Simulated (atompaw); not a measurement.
## Before and after: PAW (atompaw) potential for O (Z = 8)

| Item | Value |
| --- | --- |
| Element | oxygen (O) |
| Generator | atompaw 4.2.0.5 |
| Type | PAW |
| Functional | PBE |
| Relativity | scalar-relativistic |
| Frozen core | [He] |
| Valence charge | 6 |
| Reference configuration | 2s2 2p4 |
| Partial waves | 2s (bound): rc 0.95 bohr; 2s channel at 1.25 Ry: rc 1.55 bohr; 2p (bound): rc 1.45 bohr; 2p channel at 1.8 Ry: rc 1.55 bohr; 3d channel at 0.3 Ry: rc 1.55 bohr; 3d channel at 1.5 Ry: rc 1.55 bohr |
| Local potential | bessel scheme, radius 1.25 bohr |
| Core correction | smooth core density matched at 1.40 bohr |
| Augmentation charge | sinc compensation charge, radius 1.50 bohr; PAW radius 1.55 bohr; waves and projectors: custom rrkj gramschmidtortho |

Change: augmentation sinc compensation charge, radius 1.50 bohr; PAW radius 1.55 bohr; waves and projectors: custom polynom vanderbiltortho.

Cutoffs: the cutoffs (Ry, on a coarse ladder) from which the occupation-weighted sum of valence levels, in a spherical-Bessel basis at the reference potential, stays within 10 and 1 mRy of its value at 400 Ry; they do not see the model core or the augmentation charge, which bear on the density cutoff.

What does the change do?

The potential gets harder (35 Ry and 60 Ry → 45 Ry and 70 Ry); neither file shows a bound ghost.

| quantity | base | changed |
| --- | --- | --- |
| cutoff, loose | 35 Ry | 45 Ry |
| cutoff, tight | 60 Ry | 70 Ry |
| loose cutoff by channel (10 mRy a level) | s 15 Ry, p 25 Ry | s 35 Ry, p 30 Ry |
| bound ghosts | none | none |
| s: phases at 1.55 bohr within 0.05 rad from the reference energy up to (Ry; the scan ends near 5) | to the end of the scan | to the end of the scan |
| p: phases at 1.55 bohr within 0.05 rad from the reference energy up to (Ry; the scan ends near 5) | to the end of the scan | to the end of the scan |
| d: phases at 1.55 bohr within 0.05 rad from the reference energy up to (Ry; the scan ends near 5) | to the end of the scan | to the end of the scan |
| lowest overlap eigenvalue by channel | s 0.20, p 0.50, d 0.98 | s 0.61, p 0.88, d 0.99 |

 The cutoffs see the waves, projectors and local potential, not the compensation charge or the core.
